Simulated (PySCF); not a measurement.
**Electron correlation in Tm⁶⁰⁺ (thulium, charge +60)**

[He] 2s2 2p5, 2P determinant. Calculation: PySCF 2.14, in an even-tempered Gaussian basis (15 s from 37 bohr⁻², ratio 2.5; 9 p from 48 bohr⁻², ratio 2.5; 5 d from 190 bohr⁻², ratio 2.7; 4 f from 280 bohr⁻², ratio 2.7); no relativity, point nucleus. Frozen: nothing; 9 electrons correlated; the 10 highest virtual orbitals of each spin left out.

MP2 pair energies summed by pair of shells (mhartree):

```csv
pair,energy,share (%)
2p-2p,-143.88,45.1
2s-2p,-79.61,25.0
1s-2p,-38.44,12.1
1s-1s,-35.61,11.2
2s-2s,-12.18,3.8
1s-2s,-9.02,2.8
```

Total MP2 correlation energy: -318.74 mhartree.

At this charge a non-relativistic calculation is a model, useful for the Z dependence of the correlation energy.
